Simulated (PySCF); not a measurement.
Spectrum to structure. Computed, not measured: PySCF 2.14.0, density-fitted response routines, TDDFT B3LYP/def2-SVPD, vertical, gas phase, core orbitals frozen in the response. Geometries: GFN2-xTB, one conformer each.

```csv
state,ν̃ (cm⁻¹),f,"main configurations (H = HOMO, L = LUMO)"
S1,32020,0.0014,H-1→L (89%)
S2,32740,0.0057,"H-2→L (71%), H→L (22%)"
S3,37460,0.0033,H-3→L (93%)
S4,38660,0.351,"H→L (57%), H-2→L (23%)"
S5,46840,0.033,"H→L+1 (47%), H-1→L+1 (42%)"
S6,47250,0.012,"H-1→L+1 (53%), H→L+1 (38%)"
S7,49010,0.090,H-2→L+1 (81%)
S8,53640,0.302,H-3→L+1 (72%)
```

Triplets computed (Tamm–Dancoff): 3.13, 3.34, 3.46 eV.

Question: Which structure fits?
A. `C(OCC(=O)N)C`
B. `c1c(C#C)nnnc1`
C. `[H]/N=C\C#C/C=N/C`
D. `[H]/N=C\c1ccc[nH]1`
E. `Cc1ccnnn1`

Answer: C. Its S1 lies at 3.97 eV; the nearest of the others has S1 at 3.30 eV. S1 is HOMO-1→LUMO (89%). Löwdin shares by element: HOMO nitrogen 39%, carbon 38% or more (atoms not listed hold the other 23%); LUMO nitrogen 37%, carbon 28% or more (atoms not listed hold the other 35%). At the same level the other candidates give, for their lowest levels:
- `C#Cc1ccnnn1`: 3.01 eV (f 0.001); 3.37 eV (f 0.003); 3.86 eV (f 0.002); 4.16 eV (f 0.001); 4.88 eV (f 0.000); T1 2.41 eV; HOMO -6.88, LUMO -2.66 eV
- `CCOCC(N)=O`: 5.77 eV (f 0.000); 6.62 eV (f 0.015); 6.82 eV (f 0.015); 7.06 eV (f 0.020); 7.19 eV (f 0.001); T1 5.34 eV; HOMO -7.16, LUMO 0.23 eV
- `[H]/N=C\c1ccc[nH]1`: 4.66 eV (f 0.003); 4.89 eV (f 0.374); 5.54 eV (f 0.002); 5.56 eV (f 0.013); 6.30 eV (f 0.001); T1 3.20 eV; HOMO -6.23, LUMO -1.19 eV
- `Cc1ccnnn1`: 3.30 eV (f 0.004); 3.62 eV (f 0.000); 4.02 eV (f 0.000); 4.39 eV (f 0.005); 5.90 eV (f 0.003); T1 2.44 eV; HOMO -6.66, LUMO -2.05 eV
